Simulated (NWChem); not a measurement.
System: SeCl$_{2}$; SMILES Cl[Se]Cl

Here is an NWChem input.

```
start job
memory heap 200 mb stack 900 mb global 1100 mb
geometry units angstroms noautoz
  Se     0.000000     0.000000     0.683275
  Cl    -1.684850     0.000000    -0.684935
  Cl     1.684850     0.000000    -0.684935
end
basis spherical
  * library def2-svp
end
dft
  xc pbe0
  iterations 150
end
tddft
  cis
  nroots 6
  notriplet
end
task tddft energy
```

Coordinates come from a PBE0/def2-SVP optimisation.

Vertical excitations in the gas phase.

**Question.** Predict the main results of this run. (PBE0/def2-SVP, TDA.) Quantities: basis functions; lowest excitation, singlet (eV); oscillator strength of that lowest state; orbital gap (eV).

**Answer.** 
```json
{
  "number_of_basis_functions": "68",
  "lowest excitation, singlet (eV)": "2.86",
  "oscillator_strength_of_that_lowest_state": "0.000",
  "orbital gap (eV)": "4.33"
}
```
